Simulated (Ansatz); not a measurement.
Potential energy curve for OB (cation, charge +1), lowest triplet found (which spin is the ground state isn't settled by this scan).

- UKS-PBE0 = unrestricted PBE0/cc-pVDZ (Ansatz, a program for electronic structure)
- UKS-BLYP = Ansatz with unrestricted BLYP/cc-pVDZ
- UKS-PBE = unrestricted PBE/cc-pVDZ (Ansatz)
- FCI = full CI/cc-pVDZ, frozen core (Ansatz)

Cost and accuracy over the 12 points of the scan, with FCI as yardstick. Costs are rough ratios of core time within Ansatz on shared cores, each with its mean field (Kohn-Sham runs search longer for lower solutions than correlated ones do); the miss is the largest error against full CI of the curve after the mean shift, in kJ/mol.

**Question.** Which is the cheapest of these levels that stays within 11 kJ/mol of FCI?

**Answer.** UKS-BLYP.

```json
[
 {"level": "UKS-PBE0", "relative cost": "1", "largest error": "28.1"},
 {"level": "UKS-BLYP", "relative cost": "1", "largest error": "8.0"},
 {"level": "UKS-PBE", "relative cost": "1", "largest error": "13.6"}
]
```

Costs within a factor of two of each other count as equal.

The scan ran from 1.07 to 5.14 Å; beyond the distances shown full CI changes its symmetry label.
